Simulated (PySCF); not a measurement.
NMR data sheet: C₆H₆O₂

```
Formula                               : C6H6O2
SMILES                                : CCC#CC(=O)C=O
Point group of the computed structure : Cs
Degrees of unsaturation               : 4
Carbon signals                        : 6
Proton signals                        : 3
```

Atoms are numbered as in `[CH3:1][CH2:2][C:3]#[C:4][C:5](=[O:6])[CH:7]=[O:8]`. Hydrogens are named by the atom that carries them.

Single conformer, no solvent model, one averaged value for each set of equivalent atoms, relativity neglected. GFN2-xTB structure; shielding tensors at PBE0/pcSseg-1 (GIAO); PySCF 2.14.

Referencing at the same level of theory: 1H, 13C against TMS; 17O against H2O.

| carbon | δC, type | δH (multiplicity) | HMBC from (2–3 bonds) | span of the C tensor (ppm) |
| --- | --- | --- | --- | --- |
| C1 | 15.9, CH3 | 1.41 (t) | H(C2) | 28 |
| C2 | 16.5, CH2 | 2.67 (q) | H(C1) | 19 |
| C3 | 119.5, C | – | H(C2), H(C1) | 211 |
| C4 | 83.9, C | – | H(C7), H(C2) | 236 |
| C5 | 180.0, C | – | H(C7) | 179 |
| C7 | 195.7, CH | 9.13 (s) | – | 172 |

Other nuclei:
| atoms | nucleus | environment | δ (ppm) | σ (ppm) |
| --- | --- | --- | --- | --- |
| O8 | 17O | aldehyde oxygen | 717.6 | -381.5 |
| O6 | 17O | ketone oxygen | 688.9 | -352.8 |

- Carbon types of the structure: 3 × C, 1 × CH, 1 × CH2, 1 × CH3, which accounts for all hydrogens.
- δC 195.7: aldehyde carbonyl carbon; the double bond to the heteroatom, with no lone-pair donor beside it, deshields it most.
- δC 180.0: carbonyl carbon of an ynone.
- δC 119.5, 83.9: alkyne carbon.
- δC 15.9: methyl carbon; saturated and bonded to C and H only.
- δH 9.13: hydrogen on an aldehyde carbonyl carbon; deshielded by the polar, anisotropic C=O bond.

Shifts are as computed. Against solution values, carbons near 30 ppm lie about +3 ppm off and those near 130 ppm about +5 ppm. Of 1211 compounds with measured shifts, 218 miss one by over three times the rms of a fit or turn the order of signals round; such compounds aren't used in these exercises. Unscaled 17O shifts of doubly bonded oxygen tend to come out too high, by tens of ppm or more. Experimental scales use liquid or dissolved standards, which lie at an offset from isolated H2O (liquid H2O: subtract about 36 ppm). Multiplicities follow the n + 1 count of equivalent neighbours, as no J values were calculated; m marks all less simple cases, F and P coupling included.
